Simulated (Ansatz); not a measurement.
**Two structures, one formula**

Two isomers of BSiH$_{3}$Cl$_{2}$, closed shell, relaxed at PBE0-D4/def2-TZVP (vibrations not checked).

A:

```json
{"atom": "Cl1", "x (Å)": "-1.4291", "y (Å)": "-2.2806", "z (Å)": "-0.7311"}
{"atom": "B2", "x (Å)": "-0.3901", "y (Å)": "-1.3743", "z (Å)": "0.3771"}
{"atom": "Si3", "x (Å)": "-0.2049", "y (Å)": "0.5172", "z (Å)": "0.3982"}
{"atom": "Cl4", "x (Å)": "-0.7184", "y (Å)": "1.7590", "z (Å)": "-1.1296"}
{"atom": "H5", "x (Å)": "0.1012", "y (Å)": "-1.8840", "z (Å)": "1.3390"}
{"atom": "H6", "x (Å)": "0.9290", "y (Å)": "1.1310", "z (Å)": "1.1306"}
{"atom": "H7", "x (Å)": "0.6651", "y (Å)": "-0.8076", "z (Å)": "-0.2819"}
```

B:

```json
{"atom": "Si1", "x (Å)": "-0.0913", "y (Å)": "0.8593", "z (Å)": "-0.2368"}
{"atom": "B2", "x (Å)": "0.1700", "y (Å)": "-1.0762", "z (Å)": "0.2772"}
{"atom": "Cl3", "x (Å)": "-1.2260", "y (Å)": "-2.0959", "z (Å)": "0.5163"}
{"atom": "Cl4", "x (Å)": "1.7529", "y (Å)": "-1.7724", "z (Å)": "0.4924"}
{"atom": "H5", "x (Å)": "-0.8459", "y (Å)": "0.9173", "z (Å)": "-1.5180"}
{"atom": "H6", "x (Å)": "-0.9016", "y (Å)": "1.5301", "z (Å)": "0.8157"}
{"atom": "H7", "x (Å)": "1.2034", "y (Å)": "1.5697", "z (Å)": "-0.3925"}
```

Computed with Ansatz 0.2.0 (basis: def2-TZVPP); correlated methods freeze the cores. B3LYP uses VWN-RPA correlation.

Q: Which structure is lower at CCSD(T), and by how much? (Judge from chemistry; the value comes from the calculation.)

A: The calculation gives: B, by 64.3 kJ/mol (electronic energy, against the other). By their contacts, A is BSiH₃Cl₂ ([Cl][BH]1[H][SiH]1[Cl]) and B is BSiH₃Cl₂ ([SiH3][B]([Cl])[Cl]).

All methods give the same order:

```
   method  E(B) − E(A) (kJ/mol)
   PBE-D4                 -43.9
r2SCAN-D4                 -50.7
  PBE0-D4                 -51.4
 B3LYP-D4                 -59.7
  wB97M-V                 -56.4
       HF                 -96.7
      MP2                 -60.8
     CCSD                 -68.3
  CCSD(T)                 -64.3
```

The T1 diagnostic stays at or below 0.014.

Labels in which every atom is bracketed show which atoms are joined, not bond orders.
